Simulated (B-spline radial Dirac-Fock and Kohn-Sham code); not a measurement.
**Relativistic shifts of the levels of Se⁸⁺**

System: selenium as Se⁸⁺, [Ar] 3d8.

Both columns are ΔSCF binding energies of the configuration average from a B-spline atomic structure program: non-relativistic Hartree-Fock with a point nucleus, and Dirac-Fock with a finite nucleus and the Coulomb interaction alone, averaged over the two j levels with weights 2j+1.

```
shell  Hartree-Fock (eV)  Dirac-Fock (eV)  shift (eV)  shift (%)
   1s            12664.1          12867.2     +203.15      +1.60
   2s             1797.9           1844.0      +46.12      +2.57
   2p             1622.0           1633.1      +11.12      +0.69
   3s              392.0            400.5       +8.53      +2.17
   3p              329.3            331.6       +2.31      +0.70
   3d              222.8            221.7       -1.08      -0.49
```

Relativity binds 1s, 2s, 2p, 3s, 3p more strongly, among those listed most of all 2s in relative terms, and 3d more weakly, because the contracted s and p shells screen the nucleus better.

Values without a named source are computed, but for edge energies of neutral atoms, which are taken from tables.
